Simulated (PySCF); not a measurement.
Compound: CH6GaN.
Bonds: C1–N2, N2–Ga3. Hydrogens: H4, H5, H6 on C1; H7 on N2; H8, H9 on Ga3.

A linear-response calculation (PySCF, def2-SVPD basis, gas phase, vertical, core orbitals frozen in the response) gave these numbers; the functional is withheld.

Orbital energies (eV): HOMO-3 -12.36, HOMO-2 -10.54, HOMO-1 -9.87, HOMO -8.15, LUMO 0.11, LUMO+1 0.92, LUMO+2 1.66.

| state | E (eV) | f | main configurations (H = HOMO, L = LUMO) |
| --- | --- | --- | --- |
| S1 | 5.48 | 0.138 | H→L (98%) |
| S2 | 5.98 | 0.019 | H→L+1 (71%), H→L+2 (24%) |
| S3 | 6.23 | 0.0000 | H-1→L (99%) |
| S4 | 6.93 | 0.0005 | H→L+3 (35%), H-2→L (26%), H→L+2 (23%) |
| S5 | 7.07 | 0.036 | H-2→L (68%), H→L+2 (15%) |
| S6 | 7.23 | 0.0005 | H→L+4 (70%), H→L+3 (13%), H→L+5 (10%) |

Triplets, Tamm–Dancoff:

```tsv
state	E (eV)	λ (nm)	main configurations (H = HOMO, L = LUMO)
T1	4.27	290.7	H→L (96%)
T2	5.68	218.2	H→L+1 (53%), H→L+2 (36%)
T3	5.73	216.2	H-1→L (97%)
T4	6.57	188.7	H-2→L (64%), H→L+1 (10%)
```

Vertical ionisation energy by ΔSCF with the same functional: 8.93 eV. Mean static polarisability: 53.4 au.

Problem. Which of these was used?
A. PBE
B. B3LYP
C. CAM-B3LYP
D. HF

Solution. C. CAM-B3LYP is range-separated, 19% exact exchange at short range and 65% at long range (ω = 0.33 bohr⁻¹). In this run −ε(HOMO) = 8.15 eV differs from the ΔSCF value by -0.78 eV, and S1 differs from the orbital gap of 8.26 eV by -2.78 eV. The ratio −ε(HOMO)/IP is 0.91. Usual ranges for neutral molecules in this basis: 0.85 to 0.93 with CAM-B3LYP, 0.5 to 0.7 with PBE, 0.67 to 0.83 with B3LYP; Hartree–Fock can't fall below 1, since the ion's relaxation only lowers the ΔSCF value. The other options: PBE, a GGA without exact exchange; HF, time-dependent Hartree–Fock, 100% exact exchange; B3LYP, a global hybrid with 20% exact exchange.

The calculation used TDDFT CAM-B3LYP/def2-SVPD, vertical, gas phase, core orbitals frozen in the response (PySCF 2.14.0, density-fitted response routines). Isolated species at its PBE0-D3(BJ)/def2-SVP geometry, gas phase. Relativistic effects, spin–orbit coupling among them, are left out although an element past zinc is present.
